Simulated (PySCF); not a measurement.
Rows and methods have been separated. Pair them.

C₆H₇NO.
SMILES: `COc1ccccn1`

The closed-shell ground state was solved 4 times with PySCF (density fitting, gas phase), always in the pcSseg-1 basis (171 functions), with these functionals: B3LYP, BLYP, PBE0 and wB97X-D. Isolated species at its PBE0-D3(BJ)/def2-SVP geometry (one conformer only).

| row | total energy (Eh) | HOMO (eV) | LUMO (eV) | dipole (D) |
| --- | --- | --- | --- | --- |
| P | -362.3584 | -6.76 | -0.67 | 0.60 |
| Q | -362.6588 | -5.51 | -1.40 | 0.47 |
| R | -362.6505 | -8.52 | 1.08 | 0.65 |
| S | -362.7876 | -6.54 | -0.85 | 0.59 |

**Question.** Which functional belongs to which row?

**Answer.** P = PBE0, Q = BLYP, R = wB97X-D, S = B3LYP. By rising HOMO–LUMO gap: BLYP (GGA) 4.11 eV; B3LYP (global hybrid, 20 % exact exchange) 5.69 eV; PBE0 (global hybrid, 25 % exact exchange) 6.09 eV; wB97X-D (range-separated hybrid) 9.60 eV. Total energies of different functionals aren't bounds to one another; each is stationary for its own functional.

Shape of the structure used: `[CH3:1][O:2][c:3]1[cH:4][cH:5][cH:6][cH:7][n:8]1`: C1–O2–C3–C4 180°.

wB97X-D is run here without its empirical dispersion term; that term would change no orbital, density or response property at a fixed geometry.
